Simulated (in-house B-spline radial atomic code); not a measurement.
**Ionising Cd with different functionals**

Computed with a radial B-spline atomic code at the basis-set limit: scalar-relativistic (spin-free X2C) Hamiltonian, Fermi nucleus of rms radius 4.6087 fm, spin-polarised at highest spin, spherical fractional occupations for the functionals, the average over the highest-spin determinants for Hartree-Fock. The ionisation energy is the difference of two self-consistent energies, [Kr] 4d10 5s2 → [Kr] 4d10 5s1, without Breit or QED terms; ε is the level of the shell that loses the electron (its least bound occupied spin orbital). There is no spin-orbit coupling in this Hamiltonian.

```json
{"method": "Hartree-Fock", "rung": "Hartree-Fock", "ΔSCF (eV)": "7.33", "-ε(5s) (eV)": "7.65"}
{"method": "HF fractional", "rung": "Hartree-Fock", "ΔSCF (eV)": "7.33", "-ε(5s) (eV)": "7.65"}
{"method": "LDA VWN5", "rung": "LDA", "ΔSCF (eV)": "9.41", "-ε(5s) (eV)": "5.95"}
{"method": "LDA PW92", "rung": "LDA", "ΔSCF (eV)": "9.41", "-ε(5s) (eV)": "5.95"}
{"method": "LDA exchange-only", "rung": "LDA", "ΔSCF (eV)": "8.20", "-ε(5s) (eV)": "4.93"}
{"method": "PBE", "rung": "GGA", "ΔSCF (eV)": "9.04", "-ε(5s) (eV)": "5.66"}
{"method": "PBEsol", "rung": "GGA", "ΔSCF (eV)": "?", "-ε(5s) (eV)": "?"}
{"method": "BLYP", "rung": "GGA", "ΔSCF (eV)": "9.14", "-ε(5s) (eV)": "5.65"}
{"method": "RPBE", "rung": "GGA", "ΔSCF (eV)": "8.91", "-ε(5s) (eV)": "5.54"}
{"method": "PW91", "rung": "GGA", "ΔSCF (eV)": "9.11", "-ε(5s) (eV)": "5.72"}
{"method": "BP86", "rung": "GGA", "ΔSCF (eV)": "9.21", "-ε(5s) (eV)": "5.85"}
{"method": "AM05", "rung": "GGA", "ΔSCF (eV)": "8.99", "-ε(5s) (eV)": "5.64"}
{"method": "OLYP", "rung": "GGA", "ΔSCF (eV)": "8.70", "-ε(5s) (eV)": "5.31"}
{"method": "TPSS", "rung": "meta-GGA", "ΔSCF (eV)": "8.81", "-ε(5s) (eV)": "5.57"}
{"method": "SCAN", "rung": "meta-GGA", "ΔSCF (eV)": "8.93", "-ε(5s) (eV)": "5.96"}
{"method": "r2SCAN", "rung": "meta-GGA", "ΔSCF (eV)": "8.85", "-ε(5s) (eV)": "5.84"}
{"method": "revTPSS", "rung": "meta-GGA", "ΔSCF (eV)": "8.81", "-ε(5s) (eV)": "5.59"}
{"method": "PBE0", "rung": "global hybrid", "ΔSCF (eV)": "8.76", "-ε(5s) (eV)": "6.35"}
{"method": "B3LYP", "rung": "global hybrid", "ΔSCF (eV)": "?", "-ε(5s) (eV)": "?"}
{"method": "TPSSh", "rung": "global hybrid", "ΔSCF (eV)": "8.73", "-ε(5s) (eV)": "5.86"}
{"method": "M06-2X", "rung": "global hybrid", "ΔSCF (eV)": "8.75", "-ε(5s) (eV)": "6.76"}
{"method": "BHandHLYP", "rung": "global hybrid", "ΔSCF (eV)": "8.65", "-ε(5s) (eV)": "7.03"}
{"method": "r2SCAN0", "rung": "global hybrid", "ΔSCF (eV)": "8.70", "-ε(5s) (eV)": "6.53"}
{"method": "B97-1", "rung": "global hybrid", "ΔSCF (eV)": "8.96", "-ε(5s) (eV)": "6.19"}
{"method": "HSE06", "rung": "range-separated hybrid", "ΔSCF (eV)": "8.81", "-ε(5s) (eV)": "6.02"}
{"method": "wB97X", "rung": "range-separated hybrid", "ΔSCF (eV)": "8.94", "-ε(5s) (eV)": "8.47"}
{"method": "CAM-B3LYP", "rung": "range-separated hybrid", "ΔSCF (eV)": "8.96", "-ε(5s) (eV)": "7.60"}
{"method": "LC-wPBE", "rung": "range-separated hybrid", "ΔSCF (eV)": "8.48", "-ε(5s) (eV)": "8.49"}
```

Question: What does B3LYP give?

Answer: ΔSCF 9.08 eV, and -ε(5s) = 6.35 eV.

Question: What does PBEsol give?

Answer: ΔSCF 9.04 eV, and -ε(5s) = 5.70 eV.

Question: Among the functionals, which spreads more, the ΔSCF values or the orbital energies?

Answer: The orbital energies: ΔSCF values span about 1.21 eV and the orbital energies 3.56 eV.

Question: How do they compare with the NIST value?

Answer: NIST lists 8.994 eV (measured, ground level to ground level). Errors run from -1.66 to +0.42 eV; AM05 is closest (+0.00 eV), but part of that can be cancellation, since the calculations leave out Breit-QED terms. Hartree-Fock also lacks correlation.
